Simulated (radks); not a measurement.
Spherical jellium clusters: N electrons in a uniform positive sphere of charge N and radius rs N^(1/3), rs = 4.23 bohr. Calculated with a radial shooting solver with Libxc functionals: non-relativistic Kohn-Sham, LDA (Slater exchange, Perdew-Wang correlation), spin-polarised, spherical densities. Levels are named by radial order and angular momentum (1s, 1p, 1d, 2s, ...), and open shells are averaged over m.

N = 26, configuration 1s2 1p6 1d10 2s2 1f(up 6, down 0). This is the lowest configuration that the search found. Occupied and some empty levels:

| level | occupation | eigenvalue (eV) | <r> (bohr) |
|---|---|---|---|
| 1s up | 1 | -4.9392 | 7.841 |
| 1s down | 1 | -4.7462 | 7.377 |
| 1p up | 3 | -4.3684 | 9.100 |
| 1p down | 3 | -4.1000 | 8.899 |
| 1d up | 5 | -3.6176 | 9.959 |
| 1d down | 5 | -3.3139 | 9.904 |
| 2s up | 1 | -3.1546 | 7.794 |
| 2s down | 1 | -3.0100 | 8.071 |
| 1f up | 6 | -2.7165 | 10.69 |
| 1f down | 0 | -2.4023 | 10.73 |
| 2p up | 0 | -2.0703 | 9.393 |
| 2p down | 0 | -1.9241 | 9.510 |
| 1g up | 0 | -1.6957 | 11.40 |
| 1g down | 0 | -1.3902 | 11.54 |
| 2d up | 0 | -1.0479 | 11.45 |
| 2d down | 0 | -0.89938 | 11.68 |

Energy (eV): total -48.7439, kinetic 41.753, external -1744.4, Hartree 864.76, exchange-correlation -91.588, background 880.75.

Electron density:

| r (bohr) | n(r) (e/bohr^3) |
|---|---|
| 0.898 | 0.004290 |
| 2.40 | 0.003658 |
| 3.90 | 0.002975 |
| 5.40 | 0.002806 |
| 6.90 | 0.003229 |
| 8.39 | 0.003678 |
| 9.89 | 0.003345 |
| 11.4 | 0.002102 |
| 12.9 | 0.0008554 |
| 14.4 | 0.0002535 |
| 15.9 | 0.00006322 |
| 17.4 | 0.00001435 |
| 18.9 | 3.102e-06 |
